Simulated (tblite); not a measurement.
C₄H₆FO₂Si (doublet state).
Z-matrix (Å and degrees, GFN2-xTB geometry), rows numbered from 1:
```
C 
C   1  1.2946
F   2  1.3568  1  122.93
C   2  1.5224  1  125.02  3   178.15
O   4  1.2121  2  121.06  1    19.39
C   4  1.4650  2  115.03  1  -164.57
Si  6  1.9442  4  104.09  2  -102.18
O   7  1.6121  6  106.86  4   -50.30
H   1  1.0634  2  133.78  3  -179.91
H   6  1.0884  4  109.23  2   143.88
H   6  1.0824  4  114.05  2    19.97
H   7  1.4549  6  106.77  4  -165.37
H   7  1.4581  6  108.60  4    69.91
H   8  0.9608  7  120.85  6    19.68
```

Computed with GFN2-xTB (tblite): harmonic, unscaled wavenumbers at the GFN2-xTB geometry, gas phase. This tight-binding method is rough: wavenumbers can miss measured ones by several per cent, in bad cases by 10 to 20. Modes of hydrogen on silicon can be 10 to 20 % off. One conformer, not necessarily the lowest. Open shells enter through the occupations alone, without spin polarisation, and single modes of such species can be off by tens of per cent.

Harmonic wavenumbers (cm⁻¹): 36.4, 47.4, 70.1, 133.4, 227.4, 271.0, 336.1, 359.3, 387.5, 478.9, 505.2, 546.6, 591.9, 595.2, 689.1, 703.7, 712.2, 721.2, 744.3, 783.0, 828.8, 837.3, 938.0, 1054.8, 1056.9, 1115.4, 1159.8, 1446.5, 1667.2, 1722.7, 2314.2, 2343.0, 3003.8, 3074.0, 3226.9, 3524.1.

A = 3006, B = 1165, C = 964.2 MHz; mass 133.012 u (most abundant isotopes); point group C1, symmetry number 1; spin multiplicity 2.

Q: What is the zero-point energy?

A: Half the sum of the wavenumbers: 19127 cm⁻¹ = 228.81 kJ/mol.

Q: Entropy at 350 K, 1 bar (ideal gas, RRHO, classical rotation)?

A: Translation 173.18, rotation 123.10, vibration 144.76, spin (R ln 2) 5.76: S = 446.8 J/(mol K).

Q: And Cp and H(350 K) − H(0)?

A: Cp = 173.91 J/(mol K), of which vibrations give 140.65 (their classical limit is 36 R = 299.3); H(350 K) − H(0) = 37.12 kJ/mol without the zero-point energy, 25.48 from vibrations.

Q: What must be added to the electronic energy to get the Gibbs energy at 350 K and 1 bar?

A: ZPE + [H(350 K) − H(0)] − T·S = 228.81 + 37.12 − 156.38 = 109.55 kJ/mol.

Q: Blend soft modes into free rotors: weight 1/[1 + (100 cm⁻¹/ν̃)⁴] for the oscillator and the rest for a rotor with moment μB/(μ + B), μ = h/(8π²ν), B = 10⁻⁴⁴ kg m². What vibrational entropy results?

A: 127.54 J/(mol K) in place of 144.76, which changes −T·S at 350 K by +6.03 kJ/mol.

Q: Which modes carry the vibrational entropy at 350 K?

A: 36.4 cm⁻¹: 24.12; 47.4 cm⁻¹: 21.93; 70.1 cm⁻¹: 18.69; 133.4 cm⁻¹: 13.41; 227.4 cm⁻¹: 9.17; 271.0 cm⁻¹: 7.83 J/(mol K); the other 30 give 49.61 together.

Q: How do the functions run with temperature in this model?

A: 
```tsv
T (K)	S (J/(mol K))	Cp (J/(mol K))	H − H(0) (kJ/mol)	G − H(0) (kJ/mol)	ln q(vib)
50	256.8	57.5	2.26	-10.58	0.89
100	301.8	74.7	5.56	-24.62	2.29
298.15	420.3	156.5	28.54	-96.78	7.35
373.15	458.2	180.9	41.23	-129.74	9.23
500	515.6	211.5	66.23	-191.58	12.33
750	609.2	249.0	124.23	-332.66	17.97
1000	684.2	272.0	189.56	-494.64	22.96
```

q(vib) and H(0) count from the zero-point level.

Hindered rotation and anharmonicity are outside this model. Other conformers, if any are populated, would add a mixing term that is left out. The structure is chiral; the term R ln 2 for an equal mix with its mirror image is left out.
